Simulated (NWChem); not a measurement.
Program: NWChem. System: CBrF2, charge 0, spin multiplicity 2, at a geometry optimised with UB3LYP/def2-SVP. The structure started from a generated list of species. Its SCF solution wasn't tested for a lower state. Level: ULDA (SVWN5)/def2-TZVP.

NWChem printed:

```
             Northwest Computational Chemistry Package (NWChem) 7.3.0
             --------------------------------------------------------

                                NWChem Input Module
                                -------------------

 Scaling coordinates for geometry "geometry" by  1.889725989
 (inverse scale =  0.529177249)

 Turning off AUTOSYM since
 SYMMETRY directive was detected!

                             Geometry "geometry" -> ""
                             -------------------------

 Output coordinates in angstroms (scale by  1.889725989 to convert to a.u.)

  No.       Tag          Charge          X              Y              Z
 ---- ---------------- ---------- -------------- -------------- --------------
    1 F                    9.0000     1.55355200    -0.07462700    -1.08201900
    2 C                    6.0000     0.92854700     0.33923100     0.00000000
    3 F                    9.0000     1.55355200    -0.07462700     1.08201900
    4 Br                  35.0000    -0.95814900    -0.01977400     0.00000000

 Effective nuclear repulsion energy (a.u.)     242.9637386186

            Nuclear Dipole moment (a.u.)
            ----------------------------
        X                 Y               Z
 ---------------- ---------------- ----------------
     0.0000056692     0.0000188973     0.0000000000

      Symmetry information
      --------------------

 Group name             Cs
 Group number              2
 Group order               2
 No. of unique centers     3

      Symmetry unique atoms

     1    2    4


 Summary of "ao basis" -> "" (spherical)
 ------------------------------------------------------------------------------
       Tag                 Description            Shells   Functions and Types
 ---------------- ------------------------------  ------  ---------------------
 *                         def2-tzvp                  on all atoms

                                 NWChem DFT Module
                                 -----------------

 Summary of "ao basis" -> "ao basis" (spherical)
 ------------------------------------------------------------------------------
       Tag                 Description            Shells   Functions and Types
 ---------------- ------------------------------  ------  ---------------------
 F                         def2-tzvp                11       31   5s3p2d1f
 C                         def2-tzvp                11       31   5s3p2d1f
 Br                        def2-tzvp                16       48   6s5p4d1f

 Summary of "ao basis" -> "ao basis" (spherical)
 ------------------------------------------------------------------------------
       Tag                 Description            Shells   Functions and Types
 ---------------- ------------------------------  ------  ---------------------
 F                         def2-tzvp                11       31   5s3p2d1f
 C                         def2-tzvp                11       31   5s3p2d1f
 Br                        def2-tzvp                16       48   6s5p4d1f

      Symmetry analysis of basis
      --------------------------

        a'         84
        a"         57

            General Information
            -------------------
          SCF calculation type: DFT
          Wavefunction type:  spin polarized.
          No. of atoms     :     4
          No. of electrons :    59
           Alpha electrons :    30
            Beta electrons :    29
          Charge           :     0
          Spin multiplicity:     2
          Use of symmetry is: on ; symmetry adaption is: on
          Maximum number of iterations: 100
          AO basis - number of functions:   141
                     number of shells:    49
          Convergence on energy requested:  1.00D-06
          Convergence on density requested:  1.00D-05
          Convergence on gradient requested:  5.00D-04

              XC Information
              --------------
                        Slater Exchange Functional  1.000 local
                      VWN V Correlation Functional  1.000 local

             Grid Information
             ----------------
          Grid used for XC integration:  medium
          Radial quadrature: Mura-Knowles
[...]
   107      0.311754  4 Br py               113      0.278498  4 Br py
   109     -0.154121  4 Br px               103      0.109818  4 Br px
   101      0.102440  4 Br py               106     -0.101864  4 Br px
   112     -0.094656  4 Br px                 7     -0.083397  1 F  py

 Vector   29  Occ=1.000000D+00  E=-2.912692D-01  Symmetry=a"
              MO Center= -8.2D-01, -1.3D-02, -4.8D-12, r^2= 1.8D+00
   Bfn.  Coefficient  Atom+Function         Bfn.  Coefficient  Atom+Function
  ----- ------------  ---------------      ----- ------------  ---------------
   111      0.506053  4 Br pz               105     -0.362781  4 Br pz
   108      0.338139  4 Br pz               114      0.306259  4 Br pz
   102      0.110773  4 Br pz                 6     -0.090907  1 F  px
    68      0.090907  3 F  px                 9     -0.073163  1 F  px
    71      0.073163  3 F  px                12     -0.051310  1 F  px

 Vector   30  Occ=0.000000D+00  E=-1.553022D-01  Symmetry=a'
              MO Center=  6.0D-01,  4.7D-01,  7.3D-16, r^2= 2.3D+00
   Bfn.  Coefficient  Atom+Function         Bfn.  Coefficient  Atom+Function
  ----- ------------  ---------------      ----- ------------  ---------------
    36      0.486483  2 C  s                 38      0.346126  2 C  py
    35      0.321621  2 C  s                 41      0.303499  2 C  py
    44      0.193933  2 C  py               113     -0.193867  4 Br py
   112     -0.184518  4 Br px               110     -0.181464  4 Br py
     7     -0.178463  1 F  py                69     -0.178463  3 F  py

 Vector   31  Occ=0.000000D+00  E=-5.403883D-02  Symmetry=a'
              MO Center= -2.7D-01,  3.8D-02,  8.1D-15, r^2= 2.7D+00
   Bfn.  Coefficient  Atom+Function         Bfn.  Coefficient  Atom+Function
  ----- ------------  ---------------      ----- ------------  ---------------
   112      0.543345  4 Br px                35     -0.475347  2 C  s
    37      0.309313  2 C  px                99      0.286652  4 Br s
    40      0.269352  2 C  px                41      0.241614  2 C  py
   109      0.239284  4 Br px               106      0.224702  4 Br px
    38      0.220015  2 C  py               103     -0.207520  4 Br px

 Vector   32  Occ=0.000000D+00  E= 6.094598D-02  Symmetry=a'
              MO Center=  1.0D+00, -1.2D-01,  1.9D-13, r^2= 4.0D+00
   Bfn.  Coefficient  Atom+Function         Bfn.  Coefficient  Atom+Function
  ----- ------------  ---------------      ----- ------------  ---------------
    36      2.376924  2 C  s                  5     -0.927657  1 F  s
    67     -0.927657  3 F  s                 44     -0.585235  2 C  py
    99     -0.543225  4 Br s                112     -0.406399  4 Br px
    14     -0.357600  1 F  pz                76      0.357600  3 F  pz
    40      0.285744  2 C  px                41     -0.271635  2 C  py

   alpha - beta orbital overlaps
   -----------------------------

   alpha      1      2      3      4      5      6      7      8      9     10
    beta      1      2      3      4      5      6      7      8      9     10
 overlap   1.000  1.000  0.998  0.998  1.000  1.000  1.000  1.000  1.000  0.999

   alpha     11     12     13     14     15     16     17     18     19     20
    beta     11     12     13     14     15     16     17     18     19     20
 overlap   0.999  1.000  0.998  0.997  0.999  0.999  0.999  1.000  1.000  1.000

   alpha     21     22     23     24     25     26     27     28     29     30
    beta     21     22     23     24     25     26     27     28     29     30
 overlap   0.998  1.000  0.991  0.985  0.996  0.996  0.995  0.995  1.000  0.988

   alpha     31     32     33     34     35     36     37     38     39     40
    beta     31     32     33     34     35     37     36     38     39     40
 overlap   0.997  0.995  0.998  0.993  0.980  0.983  0.998  0.969  0.963  0.999

   alpha     41     42     43     44     45     46     47     48     49     50
    beta     41     42     43     44     45     46     47     48     49     50
 overlap   1.000  0.993  0.999  0.996  0.999  0.999  0.999  0.999  0.999  0.999

   alpha     51     52     53     54     55     56     57     58     59     60
    beta     51     52     53     54     55     56     57     58     59     60
 overlap   0.999  0.998  0.998  0.996  0.994  0.985  0.998  0.986  1.000  0.951

   alpha     61     62     63     64     65     66     67     68     69     70
    beta     63     61     62     64     65     66     68     67     69     70
 overlap   0.848  0.875  0.997  0.997  0.964  0.999  0.993  1.000  0.999  0.992

   alpha     71     72     73     74     75     76     77     78     79     80
    beta     71     72     73     74     75     76     77     78     79     80
 overlap   0.999  1.000  0.999  1.000  1.000  0.999  1.000  0.999  1.000  1.000

   alpha     81     82     83     84     85     86     87     88     89     90
    beta     81     82     83     84     85     86     87     88     89     91
 overlap   0.999  0.999  0.999  0.999  0.999  1.000  0.999  1.000  0.998  0.926

   alpha     91     92     93     94     95     96     97     98     99    100
    beta     90     92     93     96     95     94     97     98     99    100
 overlap   0.974  0.956  0.927  0.850  0.997  0.878  0.997  0.998  0.999  0.986

   alpha    101    102    103    104    105    106    107    108    109    110
    beta    101    102    103    104    105    106    107    108    109    110
 overlap   0.985  0.968  0.997  0.969  0.998  1.000  1.000  0.999  1.000  1.000

   alpha    111    112    113    114    115    116    117    118    119    120
    beta    111    112    113    114    115    116    117    118    119    120
 overlap   1.000  1.000  1.000  0.995  0.991  1.000  1.000  0.993  0.999  1.000

   alpha    121    122    123    124    125    126    127    128    129    130
    beta    121    122    123    124    125    126    127    128    129    130
 overlap   1.000  1.000  1.000  1.000  1.000  1.000  1.000  1.000  1.000  1.000

   alpha    131    132    133    134    135    136    137    138    139    140
    beta    131    132    133    134    135    136    137    138    139    140
 overlap   1.000  1.000  0.998  1.000  0.998  1.000  1.000  1.000  1.000  1.000

   alpha    141
    beta    141
 overlap   1.000

     --------------------------
     Expectation value of S2:
     --------------------------
      <S2> =      0.7514 (Exact =     0.7500)

 center of mass
 --------------
 x =  -0.09308524 y =  -0.00501961 z =   0.00000000

 moments of inertia (a.u.)
 ------------------
         164.655358210312          -3.113274067443           0.000000000000
          -3.113274067443         784.169957666937           0.000000000000
           0.000000000000           0.000000000000         631.105381618381

     Multipole analysis of the density
     ---------------------------------

     L   x y z        total         alpha         beta         nuclear
     -   - - -        -----         -----         ----         -------
     0   0 0 0     -0.000000    -30.000000    -29.000000     59.000000

     1   1 0 0     -0.076319     -0.688844      0.612519      0.000006
     1   0 1 0     -0.021496     -0.478339      0.456824      0.000019
     1   0 0 1     -0.000000     -0.000000      0.000000      0.000000

     2   2 0 0    -24.192626   -158.903128   -153.647079    288.357582
     2   1 1 0      0.261844     -1.780942      0.377912      1.664874
     2   1 0 1     -0.000000     -0.000000      0.000000      0.000000
     2   0 2 0    -25.083142    -15.385632    -12.570063      2.872553
     2   0 1 1      0.000000     -0.000000      0.000000      0.000000
     2   0 0 2    -25.615240    -51.089455    -49.781581     75.255795

 Task  times  cpu:        9.6s     wall:        9.6s

 Total times  cpu:        9.6s     wall:        9.6s
```

**Question.** Write an NWChem input that would produce this output.

**Answer.** This is not unique; one that fits is 
```
start mol
memory heap 200 mb stack 900 mb global 1100 mb
geometry units angstroms nocenter noautoz
  F      1.553552    -0.074627    -1.082019
  C      0.928547     0.339231     0.000000
  F      1.553552    -0.074627     1.082019
  Br    -0.958149    -0.019774     0.000000
  symmetry group Cs
end
basis spherical
  * library def2-tzvp
end
dft
  xc slater vwn_5
  odft
  mult 2
  semidirect memsize 60000000 filesize 0
  iterations 100
end
task dft energy
```
